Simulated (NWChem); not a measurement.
Molecule: BeCl₂; SMILES [Cl][Be][Cl]

All runs: NWChem. All runs use the structure optimised with PBE-D3(BJ)/def2-SVP. Level: PBE0/Sadlej pVTZ; rows give the wavelength of the field.

For field static:

```yaml
isotropic polarisability (bohr³): 42.0
anisotropy (bohr³): 19.0
```

Q: How do the values read with field 589 nm instead?

A: The isotropic polarisability (bohr³) is 43.4 and the anisotropy (bohr³) is 20.1.
